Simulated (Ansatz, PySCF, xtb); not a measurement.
Gas-phase reaction R1 + R2 → P1, each structure at its B3LYP-D3(BJ)/def2-TZVP stationary point, reached from a drawn start (curvature not checked).
R1: H2 (SMILES [H][H]), charge 0, multiplicity 1.
R2, OSi (SMILES [O+]#[Si-]) (charge 0, multiplicity 1):
```xyz
2

Si     0.000     0.000    -0.757
O      0.000     0.000     0.757
```
P1, H2OSi (SMILES O=[SiH2]) (charge 0, multiplicity 1):
```xyz
4

Si     0.0000     0.0000     0.0346
O      0.0000     0.0000     1.5541
H      1.1752     0.3526    -0.7944
H     -1.1752    -0.3526    -0.7944
```

P less R. No zero-point or thermal terms.

Cores are frozen in the correlated methods. CBS(a, b) extrapolates the correlation energy as X⁻³ and adds the Hartree–Fock energy of set b.

Run with Ansatz (Gaussian basis) for Hartree–Fock, density functionals and correlated methods; PySCF for the D3/D4 terms; xtb for the GFN methods. Each number belongs to the level named beside it.

```tsv
level	reaction energy (kcal/mol)
GFN2-xTB	-46.45
PBE-D4/def2-TZVPP	-4.93
BLYP-D4/def2-TZVPP	-1.32
wB97M-V/def2-TZVPP	-2.33
B2PLYP-D3(BJ)/def2-TZVPP	-3.72
SCS-MP2/cc-pV(Q+d)Z	-4.09
CCSD/cc-pV(T+d)Z	-3.28
CCSD(T)/cc-pV(Q+d)Z	-3.58
CCSD(T)/CBS(cc-pV(T+d)Z, cc-pV(Q+d)Z)	[?]
```

Task: What belongs in the gaps?

Result: 
- CCSD(T)/CBS(cc-pV(T+d)Z, cc-pV(Q+d)Z), reaction energy (kcal/mol): -4.36

Ansatz is a first-principles code.
